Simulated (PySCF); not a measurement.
Species: `CC#CP(CC)CCC#N`. The columns A, B, C and D hold Mulliken, IAO, Hirshfeld and ESP-fitted charges (e) of one PBE0/pcSseg-1 density (PySCF), in a shuffled order. Coordinates in Å (GFN2-xTB); the density's dipole moment is (-4.29, -0.58, 0.68) D.

```tsv
atom	x	y	z	A	B	C	D
C1	-2.435	1.987	-1.410	-0.439	-0.174	-0.542	-0.093
C2	-1.549	1.260	-0.530	-0.018	-0.349	+0.176	-0.028
C3	-0.796	0.622	0.161	-0.336	-0.220	-0.222	-0.134
P4	0.247	-0.196	1.330	+0.542	+0.449	-0.209	+0.183
C5	-0.298	-1.944	0.964	-0.419	-0.448	+0.169	-0.105
C6	-1.692	-2.201	1.523	-0.416	-0.264	-0.303	-0.121
C7	1.799	-0.203	0.279	-0.417	-0.441	-0.074	-0.102
C8	2.353	1.219	0.159	-0.296	-0.188	+0.007	-0.046
C9	3.537	1.232	-0.659	+0.144	+0.056	+0.268	+0.085
N10	4.473	1.209	-1.315	-0.257	-0.249	-0.459	-0.238
H11	-2.956	2.765	-0.852	+0.174	+0.154	+0.181	+0.063
H12	-1.866	2.451	-2.216	+0.177	+0.154	+0.189	+0.065
H13	-3.171	1.310	-1.844	+0.176	+0.154	+0.188	+0.065
H14	0.425	-2.620	1.431	+0.144	+0.145	+0.036	+0.042
H15	-0.282	-2.115	-0.116	+0.141	+0.150	+0.003	+0.038
H16	-2.408	-1.506	1.086	+0.146	+0.132	+0.099	+0.034
H17	-2.014	-3.217	1.299	+0.146	+0.125	+0.067	+0.044
H18	-1.702	-2.066	2.603	+0.143	+0.122	+0.099	+0.038
H19	2.536	-0.851	0.762	+0.154	+0.161	+0.103	+0.046
H20	1.583	-0.609	-0.714	+0.150	+0.168	+0.062	+0.043
H21	2.601	1.617	1.148	+0.178	+0.176	+0.081	+0.063
H22	1.603	1.874	-0.297	+0.182	+0.187	+0.080	+0.057
```

Q: Which column most likely holds the ESP-fitted charges?

A: C. Σ q r misses the density's dipole by 0.06 D (C), 1.35 D (D), 1.74 D (B), 2.34 D (A). Charges fitted to the outside potential are the only set here that is tied to the molecule's multipoles.

Q: And the Hirshfeld charges?

A: D. The mean sizes are 0.079 e (D), 0.164 e (C), 0.212 e (B), 0.236 e (A), and Hirshfeld charges are commonly the smallest of these schemes.

As computed, A = IAO, B = Mulliken, C = ESP-fitted, D = Hirshfeld. Hydrogens on carbon: IAO +0.14 to +0.18, Mulliken +0.12 to +0.19, ESP-fitted 0.00 to +0.19, Hirshfeld +0.03 to +0.07 e.

The Hirshfeld scheme divides the density at each point in proportion to the densities of the neutral, spherically averaged free atoms. The IAO scheme counts the electrons in orthogonalised intrinsic atomic orbitals, a minimal basis polarised so that it spans the occupied orbitals exactly.

Geometry: GFN2-xTB, one conformer, isolated molecule.

The values belong to the conformer `[CH3:1][C:2]#[C:3][P:4]([CH2:5][CH3:6])[CH2:7][CH2:8][C:9]#[N:10]`: C3–P4–C5–C6 -73°, C3–P4–C7–C8 71°, P4–C7–C8–C9 -179°.
